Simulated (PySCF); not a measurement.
# Electron correlation in Au (gold, neutral)

[Xe] 4f14 5d9 6s2, 2D determinant (an excited configuration). All numbers are calculated (PySCF 2.14, scalar relativity by spin-free X2C-1e, in x2c-TZVPPall). Frozen: [Kr] 4d10 4f14; 19 electrons correlated.

```csv
level,correlation energy (mhartree)
CCSD,-559.31
(T),-18.92
CCSD(T),-578.23
```

Diagnostics: T1 = 0.015, D1 = 0.0605, largest double amplitude 0.053.

Spin-orbit coupling, absent here, splits the open shell strongly.

Cost of the coupled-cluster step: about 26 core-seconds, for 19 correlated electrons.

This basis was not built for core-valence correlation, so the inner-shell part is incomplete.
